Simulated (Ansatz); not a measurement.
```yaml
crystal:
  periodic: [false, false, false]
  atoms:
    - {symbol: O, position_ang: [-1.776102, 0.323933, 1.073311]}
    - {symbol: Ga, position_ang: [-0.259800, -0.449701, 0.751759]}
    - {symbol: O, position_ang: [1.214464, -0.050131, 1.685467]}
    - {symbol: O, position_ang: [-0.297647, -2.110337, -0.070092]}
    - {symbol: P, position_ang: [0.408837, 0.900374, -1.328320]}
    - {symbol: H, position_ang: [-1.673885, 0.947494, 1.886038]}
    - {symbol: H, position_ang: [1.838739, -0.830536, 1.825157]}
    - {symbol: H, position_ang: [-1.199820, -2.488374, -0.133081]}
    - {symbol: H, position_ang: [0.710180, 2.256500, -1.190640]}
    - {symbol: H, position_ang: [1.620899, 0.497578, -2.018972]}
    - {symbol: H, position_ang: [-0.503452, 0.961995, -2.466380]}
basis:
  gaussian: {orbitals: aug-cc-pVTZ, final_grid: {core_spheres: 20, valence_spheres: 16, degree: 47}}
hamiltonian: {xc: {name: HF}}
correlation: {active_space: {window: {electrons: 6, orbitals: 2}}}
output: {forces: true}
```

```sh
$ ansatz run in.yaml --threads 8 --pin off --events-out ev --progress --plain --max-ram 20889MiB
```

It prints (some lines left out):

```
Functional definition: HF
2245 factors; integrals over basis functions are off by at most 1.2e-3 eV
mean field evaluation 1: about -67810.1851 eV, gradient 6.7e1 eV
mean field evaluation 2: about -67810.3075 eV, gradient 6.7e1 eV
mean field evaluation 4: about -67818.8102 eV, gradient 3.9e0 eV
mean field evaluation 8: about -67818.8983 eV, gradient 4.1e-1 eV
mean field -67818.89899923 eV, -2492.2985689209 hartree, gradient 3.8e-6 eV, S^2 0.000000; 0 other end points of the search recorded, 0 dependent functions left out
reference -67818.89899923 eV, -2492.2985689209 hartree; 38, 38 occupied and 347, 347 virtual orbitals, 2245 factors
Error: 6 electrons in 2 orbitals form no window around the highest filled level of the reference
```

Question: Something in this input is off. What?

Answer: The active space doesn't fit the electrons. The run stopped with an error.
